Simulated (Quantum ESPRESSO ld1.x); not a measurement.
Input (ld1.x (Quantum ESPRESSO 7.5)):

```
 &input
    atom='Pm',
    iswitch=1,
    rel=1,
    lsd=1,
    dft='PZ',
    config='[Xe] 4f5 6s0 5d0 6p0 5f0',
    prefix='ld1',
    max_out_wfc=37,
    file_charge='ld1.rho',
 /
```

Command: `OMP_NUM_THREADS=1 ld1.x < ld1.in > ld1.out`

Standard output:

```
     Program LD1 v.7.5 starts

     --------------------------- All-electron run ----------------------------

     scalar relativistic calculation

     atomic number is 61.00
     dft =PZ   lsd =1 sic =0 latt =0  beta=0.20 tr2=1.0E-14
     Exchange-correlation= PZ
                           (   1   1   0   0   0   0   0)
     mesh =2091 r(mesh) = 100.39638 a.u. xmin = -8.00 dx = 0.00800
     1 Ry =  13.60569312 eV, c = 137.03599908

     n l     nl                  e(Ry)          e(Ha)          e(eV)
     1 0     1S 1( 1.00)     -3306.9104     -1653.4552    -44992.8082
     2 0     2S 1( 1.00)      -538.5081      -269.2541     -7326.7764
     2 1     2P 1( 3.00)      -481.2210      -240.6105     -6547.3448
     3 0     3S 1( 1.00)      -118.1493       -59.0746     -1607.5029
     3 1     3P 1( 3.00)      -100.1604       -50.0802     -1362.7522
     4 0     4S 1( 1.00)       -24.3080       -12.1540      -330.7267
     4 1     4P 1( 3.00)       -18.4029        -9.2014      -250.3839
     3 2     3D 1( 5.00)       -75.4365       -37.7183     -1026.3663
     5 0     5S 1( 1.00)        -4.1181        -2.0590       -56.0290
     5 1     5P 1( 3.00)        -2.6858        -1.3429       -36.5423
     4 2     4D 1( 5.00)       -10.0614        -5.0307      -136.8921
     4 3     4F 1( 5.00)        -1.2123        -0.6062       -16.4943
     6 0     6S 1( 0.00)        -1.0083        -0.5042       -13.7189
     5 2     5D 1( 0.00)        -1.0307        -0.5153       -14.0229
     6 1     6P 1( 0.00)        -0.7097        -0.3548        -9.6558
     5 3     5F 1( 0.00)        -0.2860        -0.1430        -3.8917
     1 0     1S 2( 1.00)     -3306.9105     -1653.4552    -44992.8094
     2 0     2S 2( 1.00)      -538.5047      -269.2524     -7326.7300
     2 1     2P 2( 3.00)      -481.2186      -240.6093     -6547.3130
     3 0     3S 2( 1.00)      -118.0406       -59.0203     -1606.0238
     3 1     3P 2( 3.00)      -100.0527       -50.0264     -1361.2864
     4 0     4S 2( 1.00)       -24.0424       -12.0212      -327.1136
     4 1     4P 2( 3.00)       -18.1377        -9.0689      -246.7765
     3 2     3D 2( 5.00)       -75.3520       -37.6760     -1025.2155
     5 0     5S 2( 1.00)        -3.9642        -1.9821       -53.9354
     5 1     5P 2( 3.00)        -2.5674        -1.2837       -34.9318
     4 2     4D 2( 5.00)        -9.7989        -4.8994      -133.3202
     4 3     4F 2( 0.00)        -0.9892        -0.4946       -13.4587
     6 0     6S 2( 0.00)        -0.9816        -0.4908       -13.3559
     5 2     5D 2( 0.00)        -0.9776        -0.4888       -13.3008
     6 1     6P 2( 0.00)        -0.6912        -0.3456        -9.4041
     5 3     5F 2( 0.00)        -0.2814        -0.1407        -3.8282

     final scf error:  4.8E-15 reached in  28 iterations

     Etot =  -20026.051068 Ry,  -10013.025534 Ha, -272468.305293 eV
     Total magnetization:    5.00 Bohr mag.

     Ekin =   21355.998536 Ry,   10677.999268 Ha,  290563.162415 eV
     Encl =  -48653.883063 Ry,  -24326.941532 Ha, -661969.802200 eV
     Eh   =    7714.715427 Ry,    3857.357713 Ha,  104964.050630 eV
     Exc  =    -442.881967 Ry,    -221.440984 Ha,   -6025.716137 eV

     normalization and overlap integrals

     s(1S/1S) =  1.000000  <r> =   0.0232  <r2> =    0.0007  r(max) =   0.0148
     s(1S/2S) = -0.020549
     s(1S/3S) = -0.008850
     s(1S/4S) = -0.004240
     s(1S/5S) = -0.001747
     s(1S/6S) = -0.000690
     s(2S/2S) =  1.000000  <r> =   0.0990  <r2> =    0.0116  r(max) =   0.0838
     s(2S/3S) = -0.005532
     s(2S/4S) = -0.002539
     s(2S/5S) = -0.001037
     s(2S/6S) = -0.000409
     s(2P/2P) =  1.000000  <r> =   0.0871  <r2> =    0.0093  r(max) =   0.0676
     s(2P/3P) = -0.004475
     s(2P/4P) = -0.001940
     s(2P/5P) = -0.000710
     s(2P/6P) = -0.000274
     s(3S/3S) =  1.000000  <r> =   0.2609  <r2> =    0.0778  r(max) =   0.2391
     s(3S/4S) = -0.001772
     s(3S/5S) = -0.000702
     s(3S/6S) = -0.000276
     s(3P/3P) =  1.000000  <r> =   0.2591  <r2> =    0.0778  r(max) =   0.2334
     s(3P/4P) = -0.001513
     s(3P/5P) = -0.000538
     s(3P/6P) = -0.000207
     s(4S/4S) =  1.000000  <r> =   0.5934  <r2> =    0.3975  r(max) =   0.5538
     s(4S/5S) = -0.000472
     s(4S/6S) = -0.000183
     s(4P/4P) =  1.000000  <r> =   0.6284  <r2> =    0.4493  r(max) =   0.5764
     s(4P/5P) = -0.000364
     s(4P/6P) = -0.000139
     s(3D/3D) =  1.000000  <r> =   0.2364  <r2> =    0.0658  r(max) =   0.1911
     s(3D/4D) = -0.001080
     s(3D/5D) = -0.000263
     s(5S/5S) =  1.000000  <r> =   1.4310  <r2> =    2.3033  r(max) =   1.2829
     s(5S/6S) = -0.000097
     s(5P/5P) =  1.000000  <r> =   1.6695  <r2> =    3.1590  r(max) =   1.4581
     s(5P/6P) = -0.000067
     s(4D/4D) =  1.000000  <r> =   0.6890  <r2> =    0.5512  r(max) =   0.6048
     s(4D/5D) = -0.000189
     s(4F/4F) =  1.000000  <r> =   1.0160  <r2> =    1.3828  r(max) =   0.6345
     s(4F/5F) = -0.000014
     s(6S/6S) =  1.000000  <r> =   3.5355  <r2> =   13.9656  r(max) =   3.2192
     s(5D/5D) =  1.000000  <r> =   2.5151  <r2> =    7.3342  r(max) =   2.0404
     s(6P/6P) =  1.000000  <r> =   4.3221  <r2> =   20.9552  r(max) =   3.9006
     s(5F/5F) =  1.000000  <r> =   7.1683  <r2> =   58.7438  r(max) =   6.1541
     s(1S/1S) =  1.000000  <r> =   0.0232  <r2> =    0.0007  r(max) =   0.0148
     s(1S/2S) = -0.020549
     s(1S/3S) = -0.008855
     s(1S/4S) = -0.004240
     s(1S/5S) = -0.001717
     s(1S/6S) = -0.000678
     s(2S/2S) =  1.000000  <r> =   0.0990  <r2> =    0.0116  r(max) =   0.0838
     s(2S/3S) = -0.005535
     s(2S/4S) = -0.002539
     s(2S/5S) = -0.001019
     s(2S/6S) = -0.000402
     s(2P/2P) =  1.000000  <r> =   0.0871  <r2> =    0.0093  r(max) =   0.0676
     s(2P/3P) = -0.004478
     s(2P/4P) = -0.001940
     s(2P/5P) = -0.000692
     s(2P/6P) = -0.000269
     s(3S/3S) =  1.000000  <r> =   0.2608  <r2> =    0.0777  r(max) =   0.2391
     s(3S/4S) = -0.001774
     s(3S/5S) = -0.000691
     s(3S/6S) = -0.000271
     s(3P/3P) =  1.000000  <r> =   0.2589  <r2> =    0.0777  r(max) =   0.2334
     s(3P/4P) = -0.001514
     s(3P/5P) = -0.000525
     s(3P/6P) = -0.000203
     s(4S/4S) =  1.000000  <r> =   0.5933  <r2> =    0.3974  r(max) =   0.5538
     s(4S/5S) = -0.000464
     s(4S/6S) = -0.000180
     s(4P/4P) =  1.000000  <r> =   0.6284  <r2> =    0.4493  r(max) =   0.5764
     s(4P/5P) = -0.000355
     s(4P/6P) = -0.000136
     s(3D/3D) =  1.000000  <r> =   0.2362  <r2> =    0.0657  r(max) =   0.1911
     s(3D/4D) = -0.001080
     s(3D/5D) = -0.000250
     s(5S/5S) =  1.000000  <r> =   1.4477  <r2> =    2.3589  r(max) =   1.2932
     s(5S/6S) = -0.000093
     s(5P/5P) =  1.000000  <r> =   1.6980  <r2> =    3.2704  r(max) =   1.4698
     s(5P/6P) = -0.000065
     s(4D/4D) =  1.000000  <r> =   0.6896  <r2> =    0.5525  r(max) =   0.6048
     s(4D/5D) = -0.000179
     s(4F/4F) =  1.000000  <r> =   1.0794  <r2> =    1.6123  r(max) =   0.6396
     s(4F/5F) =  0.000072
     s(6S/6S) =  1.000000  <r> =   3.5935  <r2> =   14.4344  r(max) =   3.2450
     s(5D/5D) =  1.000000  <r> =   2.5989  <r2> =    7.8363  r(max) =   2.1067
     s(6P/6P) =  1.000000  <r> =   4.4071  <r2> =   21.7966  r(max) =   3.9635
     s(5F/5F) =  1.000000  <r> =   7.3699  <r2> =   61.9737  r(max) =   6.3543

     ------------------------ End of All-electron run ------------------------
```

Run on one thread of a shared host, so times are rough (Intel(R) Xeon(R) Processor @ 2.60GHz): 0.85 s of CPU time, 1 s wall, 28 iterations on 2091 mesh points.
